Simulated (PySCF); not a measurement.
Simulation results for CH$_{4}$FSi, B$_{2}$ClFH, AlBFH$_{2}$O, AlB$_{2}$H$_{5}$O and others

Calculation on a computer-drawn molecule: optimised geometry and harmonic frequencies of an isolated molecule of the commonest isotopes, restricted reference for singlets and unrestricted otherwise, frozen core in MP2. Program: PySCF 2.14.0.

Common to all runs: basis cc-pV(D+d)Z.

(1) CH$_{4}$FSi

Start structure:
```xyz
7
CH4FSi
C     -1.2563    -2.1958    -1.8195
Si    -3.0501    -2.6459    -1.9623
F     -3.6819    -1.7759    -3.2499
H     -0.7703    -2.1352    -2.7687
H     -0.7085    -2.7253    -1.0662
H     -1.1877    -1.0711    -1.4488
H     -3.3077    -3.9796    -2.3598
```

| Quantity | Value |
| --- | --- |
| charge | 0 |
| multiplicity | 2 |
| method | HF |
| rotational constants | 22.29, 6.797, 5.539 GHz |
| total energy | -428.6006 hartree |
| spin squared | 0.7527 |
| convergence status largest gradient component | 1.691e-05 hartree/bohr |

Drawn bonds:
```
atom  other atom  order
   1           2      1
   2           3      1
   1           4      1
   1           5      1
   1           6      1
   2           7      1
```

Optimised structure:
```xyz
7
CH4FSi
C     -1.2698    -2.1139    -1.8067
Si    -3.0638    -2.6120    -1.9885
F     -3.7254    -1.7194    -3.1742
H     -0.7461    -2.2429    -2.7588
H     -0.7795    -2.7388    -1.0552
H     -1.1764    -1.0697    -1.5009
H     -3.2014    -4.0321    -2.3909
```

Modes:
```
frequency (cm⁻¹)  reduced mass (dalton)
           155.9                  1.111
           250.7                  3.701
           600.3                  1.068
           706.6                  2.851
           804.8                  1.396
           840.3                  2.043
           913.2                   2.44
             955                  1.336
            1385                  1.252
            1542                   1.05
            1549                  1.051
            2288                  1.042
            3166                  1.035
            3250                  1.101
            3264                  1.102
```

(2) B$_{2}$ClFH

Start structure:
```xyz
5
B2ClFH
F     -2.7994     1.0082    -1.8641
B     -2.5743    -0.2187    -2.0918
B     -1.7584    -0.9449    -3.3001
Cl    -1.0464    -1.7331    -4.3710
H     -3.1162    -0.9955    -1.2235
```

| Quantity | Value |
| --- | --- |
| charge | 1 |
| multiplicity | 1 |
| method | HF |
| rotational constants | 44.26, 2.093, 1.999 GHz |
| total energy | -608.6579 hartree |
| convergence status largest gradient component | 1.6e-05 hartree/bohr |

Drawn bonds:
```
atom  other atom  order
   1           2      1
   2           3      1
   3           4      1
   2           5      1
```

Optimised structure:
```xyz
5
B2ClFH
F     -2.7201     1.0237    -1.9774
B     -2.6747    -0.2680    -1.9502
B     -1.7712    -0.9922    -3.2932
Cl    -0.9581    -1.6843    -4.4989
H     -3.1705    -0.9632    -1.1308
```

Modes:
```
frequency (cm⁻¹)  reduced mass (dalton)
           148.9                  10.48
             261                  4.655
           415.6                   10.7
           620.5                  5.889
           882.8                  1.681
            1128                  1.197
            1323                   11.1
            1425                   8.73
            2873                    1.1
```

(3) AlBFH$_{2}$O

Start structure:
```xyz
6
AlBFH2O
F     -1.2723     0.5260    -3.2520
B     -0.5957     1.1166    -2.3547
O     -0.0324     0.3158    -1.3275
Al     0.7329    -0.6530    -0.2909
H     -0.5873     2.2741    -2.2243
H      2.2378    -1.0925    -0.7857
```

| Quantity | Value |
| --- | --- |
| charge | 0 |
| multiplicity | 2 |
| method | HF |
| rotational constants | 31.07, 2.755, 2.579 GHz |
| total energy | -442.2117 hartree |
| spin squared | 0.7562 |
| convergence status largest gradient component | 6.953e-06 hartree/bohr |

Drawn bonds:
```
atom  other atom  order
   1           2      1
   2           3      1
   3           4      1
   2           5      1
   4           6      1
```

Optimised structure:
```xyz
6
AlBFH2O
F     -1.3156     0.4972    -3.2375
B     -0.6199     1.1329    -2.2859
O      0.0784     0.4271    -1.4035
Al     0.7430    -0.7566    -0.3767
H     -0.6629     2.3285    -2.2785
H      2.2600    -1.1422    -0.6530
```

Modes:
```
frequency (cm⁻¹)  reduced mass (dalton)
           46.53                  14.33
           86.05                  1.916
           147.3                  1.465
           508.6                  9.842
           649.6                  1.187
           744.2                  7.222
            1006                   1.69
            1154                  1.903
            1257                  2.277
            1500                  8.332
            1910                  1.045
            2764                  1.094
```

(4) AlBFH$_{2}$O

Start structure:
```xyz
6
AlBFH2O
O      2.4793     3.5120    -0.1156
Al     3.0379     2.1563     0.7328
B      2.4979     0.1084     0.1782
F      1.4828    -0.5008     0.8019
H      1.8935     3.6068    -0.8478
H      3.1290    -0.5879    -0.5794
```

| Item | Value |
| --- | --- |
| charge | 0 |
| multiplicity | 2 |
| method | MP2 |
| rotational constants | 19.6, 2.397, 2.302 GHz |
| total energy | -442.6263 hartree |
| spin squared | 0.7835 |
| convergence status largest gradient component | 2.717e-05 hartree/bohr |

Drawn bonds:
```
atom  other atom  order
   1           2      1
   2           3      1
   3           4      1
   1           5      1
   3           6      1
```

Optimised structure:
```xyz
6
AlBFH2O
O      2.4980     3.5690    -0.1017
Al     3.0335     2.1558     0.7230
B      2.4900     0.1097     0.1756
F      1.4741    -0.5155     0.8086
H      1.8898     3.5610    -0.8504
H      3.1351    -0.5852    -0.5850
```

Modes:
```
frequency (cm⁻¹)  reduced mass (dalton)
           60.97                  4.491
           148.8                  3.319
           210.7                  6.025
             350                  1.332
           477.8                  4.112
           560.1                  1.236
           722.9                  1.851
             838                  5.278
            1103                  1.348
            1237                    5.7
            2595                  1.089
            3913                  1.068
```

(5) AlB$_{2}$H$_{5}$O

Start structure:
```xyz
9
AlB2H5O
B      0.4837    -0.7549    -1.6075
Al     0.7884    -0.4636     0.3991
B      0.8096    -1.1478     2.3606
O      1.4274     1.0404     0.5393
H      1.3586    -1.0521    -2.4187
H     -0.5056    -0.2669    -2.1680
H     -0.1187    -0.8223     3.1521
H      1.6631    -1.5589     3.0022
H      1.7619     1.9920     0.5880
```

| Quantity | Value |
| --- | --- |
| charge | 0 |
| multiplicity | 1 |
| method | HF |
| rotational constants | 6.061, 4.542, 2.712 GHz |
| total energy | -369.0425 hartree |
| convergence status largest gradient component | 2.345e-05 hartree/bohr |

Drawn bonds:
```
atom  other atom  order
   1           2      1
   2           3      1
   2           4      1
   1           5      1
   1           6      1
   3           7      1
   3           8      1
   4           9      1
```

Optimised structure:
```xyz
9
AlB2H5O
B      0.4782    -0.6860    -1.4788
Al     0.9838    -0.0365     0.5186
B      0.7475    -1.1840     2.3232
O      1.6342     1.5187     0.7666
H      1.2563    -1.2637    -2.1968
H     -0.6111    -0.5128    -1.9669
H     -0.2628    -1.1652     2.9806
H      1.6131    -1.9014     2.7581
H      1.8291     2.1968     0.1425
```

Modes:
```
frequency (cm⁻¹)  reduced mass (dalton)
           116.3                  1.014
           139.5                  3.075
           143.8                  1.075
           187.1                  2.523
           198.9                   3.74
           378.9                  1.119
           498.6                  4.602
           503.8                  1.184
           577.8                  1.532
           619.2                  1.486
           626.6                  2.795
           838.7                  3.115
             868                  1.591
           920.3                  1.644
            1245                  1.138
            1254                  1.126
            2631                  1.055
            2640                  1.055
            2695                  1.119
            2701                  1.119
            4226                  1.068
```

(6) H$_{4}$N$_{2}$Si

Start structure:
```xyz
7
H4N2Si
N     -2.1387     1.6005     1.2266
Si    -0.8618     1.7155     2.3624
N      0.0143     0.2889     2.0000
H     -2.2944     0.8760     0.5499
H     -2.8480     2.3061     1.1795
H      0.8464     0.0557     2.5066
H     -0.1977    -0.4009     1.3028
```

| Quantity | Value |
| --- | --- |
| charge | 0 |
| multiplicity | 1 |
| method | MP2 |

Drawn bonds:
```
atom  other atom  order
   1           2      1
   2           3      1
   1           4      1
   1           5      1
   3           6      1
   3           7      1
```

Questions
1. Give the missing total energy for H$_{4}$N$_{2}$Si (entry 6).
2. What rotational constants does the calculation give for H$_{4}$N$_{2}$Si (entry 6)?

Answers
1. -400.6299 hartree
2. 22.84, 8.03, 5.941 GHz

Further results for H$_{4}$N$_{2}$Si (entry 6):

| Property | Result |
| --- | --- |
| convergence status largest gradient component | 1.862e-05 hartree/bohr |

Optimised structure:
```xyz
7
H4N2Si
N     -2.1431     1.6036     1.2254
Si    -0.8585     1.7281     2.3746
N      0.0189     0.2865     2.0020
H     -2.3002     0.8676     0.5386
H     -2.8629     2.3195     1.1775
H      0.8632     0.0499     2.5158
H     -0.1973    -0.4133     1.2939
```

Modes:
```
frequency (cm⁻¹)  reduced mass (dalton)
           297.2                  2.366
           308.3                  1.252
           374.1                   1.28
           397.7                  1.017
           544.2                  1.058
           678.9                  1.174
           776.1                  2.248
           851.3                  6.024
           882.9                  2.452
            1549                  1.134
            1572                  1.122
            3580                  1.052
            3584                  1.051
            3707                  1.094
            3710                  1.095
```
